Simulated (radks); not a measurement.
Spherical quantum dot in the effective-mass picture: electrons in a hard-walled sphere of radius 5.4, with a point charge +1 (a donor) at the centre, all in effective atomic units (hartree* = m*/eps^2 hartree, bohr* = eps/m* bohr), one dielectric constant everywhere. Calculated with a radial shooting solver with Libxc functionals: non-relativistic Kohn-Sham, LDA (Slater exchange, Perdew-Wang correlation), spin-polarised, spherical densities. Levels are named by radial order and angular momentum (1s, 1p, 1d, 2s, ...), and open shells are averaged over m. Results are scaled to m* = 0.033 and eps = 4.8, for which hartree* = 38.97 meV and bohr* = 7.697 nm.

N = 11, configuration 1s2 1p6 1d(up 3, down 0). This is the lowest configuration that the search found. Occupied and some empty levels:

level,occupation,eigenvalue (meV),<r> (nm)
1s up,1,93.684,22.43
1s down,1,94.586,21.17
1p up,3,99.247,27.77
1p down,3,100.67,27.63
2s up,0,105.89,17.12
1d up,3,105.96,29.17
2s down,0,106.21,18.09
1d down,0,107.46,29.12
1f up,0,114.75,30.16
1f down,0,116.29,30.15
2p up,0,127.07,20.84
2p down,0,127.72,20.77

Energy (meV): total 534.708, kinetic 180.90, external -141.01, Hartree 604.59, exchange-correlation -109.77.
